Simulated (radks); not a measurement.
Neutral platinum inside a hard spherical wall (all orbitals vanish at R), configuration held at [Xe] 4f14 5d9 6s1 and not refilled when levels cross. Calculated with a radial shooting solver on a logarithmic mesh with Libxc functionals: scalar-relativistic Kohn-Sham, PBE, spin-polarised, spherical densities, point nucleus; open shells are filled with parallel spins first (spin-orbit coupling, left out, can overturn this in heavy ions). Eigenvalues in eV for spin up, with the zero of energy where the potential of the charges vanishes at infinity; a dash marks a level that is unbound or too diffuse for the functional's potential to be trusted. A positive occupied level is held by the wall or, in an anion where self-interaction has pushed it up, behind a barrier. The pressure on the wall is -dE/dV.

R (bohr)  E (hartree)  kinetic (hartree)    e(4f)    e(5p)   e(5d)   e(6s)  e(6p, empty)  e(7s, empty)  pressure (GPa)
free      -18413.5333          20541.764  -70.068  -56.238  -6.509  -6.087        -1.089             -               0
20        -18413.5333          20541.764  -70.068  -56.238  -6.509  -6.087        -1.089             -        < 0.0001
12        -18413.5333          20541.764  -70.067  -56.237  -6.508  -6.086        -1.049         0.717        0.000160
10        -18413.5332          20541.765  -70.058  -56.228  -6.500  -6.078        -0.949         1.547         0.00329
7         -18413.5278          20541.811  -69.806  -55.979  -6.275  -5.840        -0.071         6.255           0.343
6         -18413.5127          20541.913  -69.333  -55.523  -5.868  -5.370         1.020        10.905            1.79
4         -18413.1874          20543.551  -64.194  -50.837  -1.580   0.539        10.781        42.813            77.2
2         -18399.5928          20596.184   -7.152   -2.815  55.994  117.65        157.65        366.37           19800
1.5       -18359.8619          20734.229   68.163   78.338  157.88  344.87        410.95        843.54          168000
